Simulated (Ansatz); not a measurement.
Si8Sn2H18, an alloyed cluster cut from the lattice of silicon (2 Sn, side), relaxed as a singlet with RKS PBE0-D4/def2-SVP in Ansatz, starting from the GFN2-xTB geometry. Force threshold 0.03 eV/Å.

In the def2 sets Sn takes a core potential; there is no spin–orbit coupling.

Start:

```tsv
atom	x (Å)	y (Å)	z (Å)
Sn1	-2.080	-0.152	-2.303
Si2	-3.908	0.317	1.787
Si3	1.958	-0.729	-2.385
Si4	3.966	-0.823	0.940
Si5	0.065	-0.114	1.084
Si6	0.217	0.307	-1.238
Si7	-1.700	0.849	2.304
Sn8	-4.266	0.503	-0.724
Si9	2.185	0.207	2.021
Si10	3.992	-0.334	-1.332
H11	-2.351	0.334	-3.913
H12	-2.225	-1.819	-2.582
H13	-4.942	1.137	2.411
H14	-4.245	-1.057	2.150
H15	1.941	-0.357	-3.803
H16	1.662	-2.167	-2.383
H17	5.246	-0.499	1.588
H18	3.844	-2.277	1.126
H19	-0.202	-1.577	1.128
H20	0.334	1.768	-1.393
H21	-1.547	2.310	2.206
H22	-1.512	0.551	3.733
H23	-4.629	2.117	-1.078
H24	-5.721	-0.155	-1.298
H25	2.403	1.663	2.004
H26	2.121	-0.120	3.451
H27	4.286	1.102	-1.471
H28	5.108	-0.987	-2.027
```

(1) Estimate the energy that the relaxation releases and the steps that it takes.

(2) Does the start keep its bonding?

(3) Predict the relaxed structure.

Results:

(1) 59.6 kJ/mol, in 10 steps; 2.8 min on 4 threads of Arm Neoverse V2 on a shared host. The force fell under the threshold at step 7, but the optimiser went on. No frequencies were taken in this run, so the end may be a saddle point.

(2) By distances, no bond broke or formed. The bond that changes most is Si2–H13, from 1.46 to 1.50 Å (atoms count from 1).

(3) 
Cartesian coordinates in Å:
```
Sn -2.1480 -0.2922 -2.3190
Si -3.7504 0.1510 1.6667
Si 1.8590 -0.7602 -2.2839
Si 3.8431 -0.9100 0.9416
Si 0.0527 -0.2519 1.0693
Si 0.0874 0.3325 -1.2029
Si -1.6132 0.9530 2.2053
Sn -4.2481 0.7085 -0.7948
Si 2.1286 0.2562 2.0396
Si 3.8996 -0.1728 -1.2855
H -2.1911 0.2904 -3.9342
H -2.2494 -2.0061 -2.3755
H -4.7888 0.7391 2.5717
H -3.7633 -1.3362 1.8407
H 1.8516 -0.4307 -3.7451
H 1.6488 -2.2357 -2.1331
H 5.1616 -0.6946 1.6182
H 3.5301 -2.3744 0.9629
H -0.2109 -1.7234 1.1872
H 0.2889 1.8163 -1.2879
H -1.5005 2.3905 1.7987
H -1.3718 0.8669 3.6817
H -4.3215 2.4138 -0.9829
H -5.7559 0.0534 -1.2923
H 2.3608 1.7275 1.8784
H 2.1039 -0.0593 3.5037
H 4.0402 1.3182 -1.3028
H 5.0568 -0.7698 -2.0257
```
Bond lengths (bridged metal pairs left out): 8 × Si–Si 2.35 Å; 2 × Si–Sn 2.57 to 2.58 Å; 1 × Sn–Sn 2.78 Å; 14 × H–Si 1.50 Å; 4 × H–Sn 1.72 Å.
